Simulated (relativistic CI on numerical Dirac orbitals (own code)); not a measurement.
Crystal-field levels of Tc4+, 4d3

Calculated by Dirac-Coulomb-Breit CI, orbitals from a KLI potential per configuration, model QED (radiative potential, 1s self-energy scaled to tabulated hydrogen-like ionisation energies), one configuration in a parametric crystal field, unscaled Slater integrals (own radial code). With so little scaling, terms lie 10 to 35 % too far apart, which can change the order of excited levels.

Field parameters in Wybourne normalisation: D4h B²₀ = −7Ds, B⁴₀ = 21(Dq − Dt), B⁴₄ = 21√(5/14) Dq; Oh B⁴₀ = 21Dq, B⁴₄ = √(5/14) B⁴₀; Td as Oh with Dq negative (B⁴₀ = 21Dq, B⁴₄ = √(5/14) B⁴₀). The field is a parameter set, without covalency.

S and J are read from ⟨S²⟩ = S(S + 1) and ⟨J²⟩ = J(J + 1) of each level; they are not fictitious spins.

D4h, 10Dq = 18050, Ds = 2070, Dt = -700 cm⁻¹, the lowest 10 levels:

```tsv
E (cm⁻¹)	Degeneracy	Irrep	S	J
0.0	2	Γ6	1.50	3.36
13.3	2	Γ7	1.50	3.38
12126	2	Γ7	0.53	3.94
13192	2	Γ6	0.54	3.68
16944	2	Γ7	1.01	3.67
17329	2	Γ6	0.55	3.98
18290	2	Γ6	1.43	3.57
18383	2	Γ6	0.63	4.10
18996	2	Γ7	1.16	3.62
22883	2	Γ6	1.49	2.24
```

Principal g values of the ground doublet: 0.00, 0.00, 5.50.

D4h, 10Dq = 37800, Ds = 2810, Dt = 670 cm⁻¹, the lowest 10 levels:

| E (cm⁻¹) | Degeneracy | Irrep | S | J |
| --- | --- | --- | --- | --- |
| 0.0 | 2 | Γ7 | 1.50 | 3.41 |
| 3.8 | 2 | Γ6 | 1.50 | 3.42 |
| 16266 | 2 | Γ7 | 0.51 | 3.99 |
| 17002 | 2 | Γ6 | 0.51 | 3.65 |
| 17922 | 2 | Γ6 | 0.51 | 3.97 |
| 18062 | 2 | Γ7 | 0.51 | 3.91 |
| 18683 | 2 | Γ6 | 0.51 | 4.08 |
| 27551 | 2 | Γ7 | 0.72 | 3.65 |
| 29561 | 2 | Γ7 | 1.45 | 3.07 |
| 29578 | 2 | Γ6 | 0.78 | 3.49 |

Principal g values of the ground doublet: 1.92, 3.81, 3.81.

Oh, 10Dq = 12650 cm⁻¹, the lowest 16 levels:

```csv
E (cm⁻¹),Degeneracy,Irrep,S,J
0.0,4,Γ8,1.50,3.28
12348,2,Γ7,1.50,3.10
12383,4,Γ8,1.46,3.28
12744,4,Γ8,1.49,3.50
12998,2,Γ6,1.49,3.64
17375,4,Γ8,0.62,3.78
17824,4,Γ8,0.71,4.06
18482,2,Γ6,0.62,3.63
19410,2,Γ7,1.47,2.91
19766,4,Γ8,1.46,3.26
20796,2,Γ6,1.42,3.64
21008,4,Γ8,1.38,3.72
24952,4,Γ8,0.54,3.65
25446,2,Γ7,0.56,3.75
27734,2,Γ6,0.60,4.12
29998,2,Γ7,0.53,4.48
```

Td, 10Dq = -11200 cm⁻¹, the lowest 16 levels:

```tsv
E (cm⁻¹)	Degeneracy	Irrep	S	J
0.0	4	Γ8	1.48	2.60
388	2	Γ7	1.50	2.82
1498	4	Γ8	1.50	3.64
2302	2	Γ6	1.50	4.18
7685	4	Γ8	0.56	3.93
10517	4	Γ8	1.47	3.31
10540	2	Γ7	1.48	3.23
11260	2	Γ6	1.48	3.74
11469	4	Γ8	1.48	3.92
16508	2	Γ6	0.54	4.51
16873	4	Γ8	0.53	4.36
17031	2	Γ7	0.54	3.56
18149	4	Γ8	0.58	4.07
20702	2	Γ6	0.81	2.18
20938	4	Γ8	0.97	2.64
22315	4	Γ8	1.46	3.71
```

Td, 10Dq = -10150 cm⁻¹, the lowest 10 levels:

```
E (cm⁻¹)  Degeneracy  Irrep     S     J
     0.0           4     Γ8  1.48  2.56
     375           2     Γ7  1.50  2.82
    1491           4     Γ8  1.50  3.63
    2305           2     Γ6  1.50  4.19
    8601           4     Γ8  0.59  3.92
    9573           4     Γ8  1.47  3.30
    9583           2     Γ7  1.49  3.23
   10302           2     Γ6  1.49  3.74
   10562           4     Γ8  1.46  3.95
   16510           2     Γ6  0.53  4.49
```

The free-ion ground term has S = 3/2. Every field shown keeps that spin.

Levels of this model without a field, named by their leading LS term: 4F_3/2 0, 4F_5/2 1009, 4F_7/2 2289, 4F_9/2 3751, 4P_1/2 14783, 4P_3/2 14871, 2G_7/2 16236, 4P_5/2 16412 cm⁻¹.
